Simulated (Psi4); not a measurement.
ClF, charge +1, doublet, geometry from GFN2-xTB (a state made from the parent by changing its charge; the spin is typed, not shown lowest). Base run: MP2/def2-TZVP run with Psi4.

The Psi4 input:
```
memory 2 GB

molecule {
1 2
F    -0.00000000   -0.00000000   -1.04610145
Cl    0.00000000    0.00000000    0.55381842
}

set {
  basis def2-tzvp
  reference uhf
  freeze_core true
}

energy('mp2')
print_variables()
```

The base run was repeated with changes; each row names its change, and settings that it needs were set with it.

```tsv
change	basis functions	E (Eh)	MP2 correlation (Eh)
base	68	-558.87497	-0.41238
basis = STO-3G	14	-552.18541	-0.07374
basis = 6-31G	22	-558.48141	-0.16589
basis = cc-pVDZ	32	-558.71161	-0.31217
basis = 6-31G**	34	-558.67450	-0.29510
basis = cc-pV(D+d)Z	37	-558.71839	-0.31492
basis = aug-pcseg-1	50	-558.65430	-0.31630
basis = 6-311++G**	52	-558.76223	-0.33481
basis = cc-pVTZ	64	-558.88023	-0.41741
basis = cc-pV(T+d)Z	69	-558.88295	-0.41791
basis = def2-TZVPP	73	-558.87818	-0.41545
basis = aug-cc-pVTZ	96	-558.89227	-0.42654
basis = cc-pVQZ	114	-558.93299	-0.45528
```

Totals compare only among sets that treat the same electrons; sets with core potentials leave the core out.

Open shells are given as the SCF converged; they aren't shown to be the lowest states, and a large step between rows can be another state.
